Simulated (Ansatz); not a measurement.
Ansatz (a first-principles code) input:

Ansatz 0.2 input:
```yaml
crystal:
  periodic: [false, false, false]
  atoms:
    - {symbol: Si, position_ang: [-1.43532087, 0.18288973, 0.37824352]}
    - {symbol: As, position_ang: [0.76135491, -0.12528119, -0.23192483]}
    - {symbol: H, position_ang: [-2.31529634, -0.68746336, -0.47729167]}
    - {symbol: H, position_ang: [-2.07482691, 1.54569124, 0.22889579]}
    - {symbol: H, position_ang: [-1.88496074, -0.16989847, 1.77890948]}
    - {symbol: H, position_ang: [1.24486416, 0.88549353, 0.82759657]}
basis:
  gaussian:
    orbitals: def2-TZVPP
total_charge: -1
magnetization: {spin_polarized: false}
correlation: {method: ccsd_t, electrons: outside_noble_gas}
```

Problem. Predict the final energy.

Solution. -2525.81883 Eh (CCSD(T)/def2-TZVPP). The basis has 146 functions.

It need not be the lowest isomer of its formula. Whether it binds its extra electron was not tested at this geometry.
